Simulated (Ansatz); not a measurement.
The cluster PdBr₂ (the lowest singlet isomer of a short search) was relaxed with r2SCAN-D4 (def2-TZVP) in Ansatz in these states: neutral quintet, neutral singlet, neutral triplet. The geometries follow in no particular order.

In the def2 sets Pd takes a core potential; there is no spin–orbit coupling.

A:

```csv
atom,x (Å),y (Å),z (Å)
Pd1,0.000,0.000,0.000
Br2,0.192,-1.166,-1.991
Br3,-0.192,1.166,1.991
```

B:

```xyz
3

Pd    0.551    0.266    0.806
Br    0.445   -1.704   -0.377
Br   -0.996    1.438   -0.429
```

C:

| atom | x (Å) | y (Å) | z (Å) |
| --- | --- | --- | --- |
| Pd1 | 0.439 | -1.041 | -0.210 |
| Br2 | 1.180 | 0.911 | 1.094 |
| Br3 | -1.619 | 0.130 | -0.884 |

Q: Judge from the bond lengths which geometry belongs to which state (an estimate).

A: A is the neutral triplet (Pd1–Br3 2.316 Å, Pd1–Br2 2.316 Å); B is the neutral singlet (Pd1–Br3 2.300 Å, Pd1–Br2 2.300 Å); C is the neutral quintet (Pd1–Br3 2.462 Å, Pd1–Br2 2.462 Å).
